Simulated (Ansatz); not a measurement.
Relaxation of C3H8BN (13 atoms, charge 0, multiplicity 1), to a largest force component of 0.02 eV/Å in at most 50 steps.

Theory: Ansatz, UKS PBE/6-31G.

```xyz
13
Properties=species:S:1:pos:R:3:forces:R:3
B -1.442 0.798 1.108 -1.83 0.92 -0.41
C -0.905 -0.165 0.046 1.59 -1.15 -0.59
N -1.651 -0.489 -0.982 -0.75 0.53 0.22
C 0.582 -0.667 0.192 -2.50 -1.16 1.54
C 1.495 0.205 -0.572 1.46 1.33 -0.07
H -0.840 1.206 2.019 0.79 0.10 0.76
H -2.559 1.270 0.969 0.23 -0.28 0.03
H -1.226 -1.111 -1.703 0.40 -0.14 0.17
H 0.797 -0.699 1.312 0.12 0.03 -1.07
H 0.578 -1.713 -0.178 0.29 -0.02 0.05
H 1.453 1.247 -0.128 0.17 -0.58 -0.56
H 2.542 -0.179 -0.416 -0.43 0.46 -0.61
H 1.197 0.262 -1.653 0.47 -0.04 0.54
```

Where does it end, and by what steps?

The run converged. Limits of this set-up: no polarisation functions. After 27 steps the energy has fallen by 0.348 eV; H8 moved furthest, 1.02 Å.

```tsv
step	energy less start (eV)	largest force component (eV/Å)	accepted
0	0.0000	2.505	yes
1	-0.2416	1.320	yes
2	-0.2808	0.611	yes
3	-0.2912	0.425	yes
4	-0.3128	0.192	yes
5	-0.3175	0.249	yes
6	-0.3224	0.116	yes
7	-0.3267	0.079	yes
8	-0.3288	0.047	yes
9	-0.3294	0.125	yes
10	-0.3321	0.069	yes
11	-0.3311	0.152	no
12	-0.3330	0.029	yes
13	-0.3341	0.139	yes
14	-0.3336	0.176	no
15	-0.3356	0.081	yes
16	-0.3369	0.124	yes
17	-0.3379	0.145	yes
18	-0.3390	0.173	yes
19	-0.3406	0.153	yes
20	-0.3422	0.098	yes
21	-0.3435	0.141	yes
22	-0.3450	0.118	yes
23	-0.3466	0.064	yes
24	-0.3473	0.043	yes
25	-0.3474	0.041	yes
26	-0.3476	0.025	yes
27	-0.3476	0.020	yes
```

```xyz
13
Properties=species:S:1:pos:R:3
B -1.365 0.961 0.875
C -0.883 -0.232 -0.017
N -1.911 -0.812 -0.588
C 0.552 -0.729 -0.036
C 1.556 0.385 -0.408
H -1.011 1.021 2.030
H -2.129 1.783 0.448
H -1.674 -1.735 -1.025
H 0.801 -1.112 0.975
H 0.645 -1.581 -0.739
H 1.485 1.234 0.297
H 2.592 0.009 -0.374
H 1.363 0.771 -1.423
```

The run took 2.1 min on 1 thread of Arm Neoverse V1 (shared host), peak memory 0.16 GiB.
